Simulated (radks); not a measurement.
Values are calculated unless marked as measured or tabulated.
The silver anion Ag- inside a hard spherical wall (all orbitals vanish at R), configuration held at [Kr] 4d10 5s2 and not refilled when levels cross. Code: a radial shooting solver on a logarithmic mesh with Libxc functionals. Model: scalar-relativistic Kohn-Sham, r2SCAN, spin-unpolarised, spherical densities, finite nucleus; meta-GGA in the generalised Kohn-Sham scheme; Fermi nuclear charge, rms radius 4.5454 fm. Eigenvalues in eV, with the zero of energy where the potential of the charges vanishes at infinity; a dash marks a level that is unbound or too diffuse for the functional's potential to be trusted. A positive occupied level is held by the wall or, in an anion where self-interaction has pushed it up, behind a barrier. The pressure on the wall is -dE/dV.

R (bohr)  E (hartree)  kinetic (hartree)    e(4s)    e(4p)   e(4d)   e(5s)  e(5p, empty)  e(6s, empty)  pressure (GPa)
20        -5316.72042           5523.516  -91.473  -54.105  -1.447   0.818         2.832         2.835        < 0.0001
12        -5316.71886           5523.525  -91.264  -53.894  -1.235   0.986         3.799         5.141          0.0141
10        -5316.71545           5523.541  -91.012  -53.639  -0.981   1.201         4.369         6.879          0.0704
8         -5316.70246           5523.597  -90.424  -53.046  -0.396   1.746         5.503        10.488           0.451
4         -5316.13079           5525.762  -82.591  -45.319   6.853  11.542        19.930        55.093             103
2.5       -5311.38294           5542.860  -58.181  -21.827  31.104  58.276        77.237        200.40            3670
2         -5301.95225           5575.511  -31.883    4.833  61.720  128.95        156.39        372.80           19400
1.5       -5264.88169           5690.661   37.626   79.756  148.42  343.57        382.24        820.62          151000
